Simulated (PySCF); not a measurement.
Cartesian coordinates (Å):
```xyz
6

O     -0.3656    -1.4563    -0.6778
Ge     0.4103    -0.2691     0.3858
O     -0.4196     1.2548    -0.0498
H     -1.2962    -1.2546    -0.8133
H      1.9098    -0.2525    -0.0661
H     -0.2387     1.9776     0.5561
```
Charge 0, spin multiplicity 2.

Problem. Estimate the dipole moment, total energy and highest occupied spin orbital that PBE-D3(BJ)/def2-TZVP // PBE0-D3(BJ)/def2-TZVP (PySCF) returns for this input.

Solution. 
| Item | Result |
|---|---|
| dipole moment | 1.86 D |
| total energy | -2228.8614 Ha |
| highest occupied spin orbital | -4.91 eV |
